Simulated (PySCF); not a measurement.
C3H10OSi2, SMILES [SiH2]1CO[Si@@H](C1)C.

Coordinates come from a PBE-D3(BJ)/def2-SVP optimisation. The structure was generated by enumeration; whether it is a known compound was not checked. One conformer was computed; it need not be the lowest.

Two levels are set side by side: PBE/def2-TZVP (PySCF) and r2SCAN/def2-TZVP (PySCF). Same geometry, gas phase. Differences are taken from unrounded values.

```
quantity                     r2SCAN    PBE  PBE minus r2SCAN
---------------------------  ------  -----  ----------------
orbital gap (eV)               6.43   5.74             -0.69
highest occupied level (eV)   -6.35  -6.07              0.28
lowest empty level (eV)        0.08  -0.33             -0.41
dipole moment (D)              1.06   1.02             -0.04
mean polarisability (bohr³)    90.2   93.0               2.7
```

Rough cost on one machine, each run with all the roots and properties that it gave: r2SCAN against PBE about 4 times.
